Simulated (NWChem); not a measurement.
CH6FNSi; SMILES NC[SiH2]F

```xyz
10

N      0.0813     2.1441     0.0000
C     -0.7117     0.9159     0.0000
Si     0.4123    -0.5909     0.0000
F     -0.4057    -2.0023     0.0000
H      0.6837     2.2026     0.8188
H      0.6837     2.2026    -0.8188
H     -1.3816     0.9130    -0.8762
H     -1.3816     0.9130     0.8762
H      1.2754    -0.5594     1.2183
H      1.2754    -0.5594    -1.2183
```
Atoms are numbered in this order, from 1.

All runs: NWChem. Pople sets run with spherical d functions. The geometry was optimised at PBE0/def2-SVP. Core excitations by TDA in a window of 1s orbitals, non-relativistic and unshifted: absolute energies depend strongly on the exact-exchange share.

For level C K edge, BHandHLYP/6-311G**:

| Quantity | Value |
|---|---|
| first 1s excitation (eV) | 286.1 |
| dipole oscillator strength of the first | 0.0136 |

Task: Estimate the same quantities for level Si K edge, PBE/6-311G**.

Result: first 1s excitation (eV): 1779.4
dipole oscillator strength of the first: 0.0016
